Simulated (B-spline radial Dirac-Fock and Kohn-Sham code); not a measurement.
These are calculated numbers from a B-spline atomic structure program; the model is Dirac-Fock ΔSCF + Breit + QED. The model has no electron correlation.

Q: Identify the element and charge state from the binding energies below (tabulated ground configuration; the least bound level is included).

```
level  binding energy (eV)
   1s              29041.5
   2s               5318.9
2p1/2               5020.5
2p3/2               4810.4
   3s               1761.5
3p3/2               1596.7
   3d               1411.4
```

A: In²⁶⁺: Z = 49 with 23 electrons, [Ar] 3d5. The hydrogen-like estimate √(E/Ry) = 46.2 for the K level lies 2.8 below Z (screening lowers it, relativity raises it); the outermost level, at 1411.4 eV, fixes the charge.

Q: An atom or ion in its tabulated ground configuration has these computed binding energies (the last is its least bound level). Which is it?

| level | binding energy (eV) |
| --- | --- |
| K | 22981.3 |
| L1 | 4849.2 |
| L2 | 4620.9 |
| L3 | 4499.0 |

A: Tc³³⁺: Z = 43 with 10 electrons, [He] 2s2 2p6. The hydrogen-like estimate √(E/Ry) = 41.1 for the K level lies 1.9 below Z (screening lowers it, relativity raises it); the outermost level, at 4499.0 eV, fixes the charge.
